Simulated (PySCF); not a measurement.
## Solvent effects on NMR parameters

Numbering as in the mapped SMILES `[OH:1][Si:2]([OH:3])([OH:4])[OH:5]`. Hydrogens are named by the atom that carries them.

GIAO PBE0/pcSseg-1 in PySCF 2.14.0 with density-fitted response routines on one PBE0-D3(BJ)/def2-SVP conformer, non-relativistic, equivalent nuclei averaged. Solvents enter as an IEF-PCM continuum (benzene with ε = 2.3, chloroform with ε = 4.7, dimethylsulfoxide with ε = 46.8) around the gas-phase geometry. Shifts are referred to TMS computed in the same medium.

In benzene, δ in ppm: Si2 -62.8, H(O1)/H(O3)/H(O4)/H(O5) 2.12. Dipole moment 0.13 D.

(1) How does each δ change in the more polar media?

(2) Which nuclei move most (in ppm), and what does the model miss?

Results:

(1) 
| atoms | environment | Δδ, chloroform | Δδ, dimethylsulfoxide |
| --- | --- | --- | --- |
| Si2 | silicon bonded to 4 O | -0.1 | -0.1 |
| H(O1)/H(O3)/H(O4)/H(O5) | hydrogen on an oxygen bonded to Si | +0.21 | +0.42 |

Changes are relative to benzene. The dipole moment becomes 0.13 D in chloroform, 0.14 D in dimethylsulfoxide.

(2) H(O1)/H(O3)/H(O4)/H(O5) (hydrogen on an oxygen bonded to Si, +0.42 ppm) in dimethylsulfoxide. A continuum only polarises the solute; specific hydrogen bonds, the anisotropy of aromatic solvents and changes of geometry or conformer are outside it.
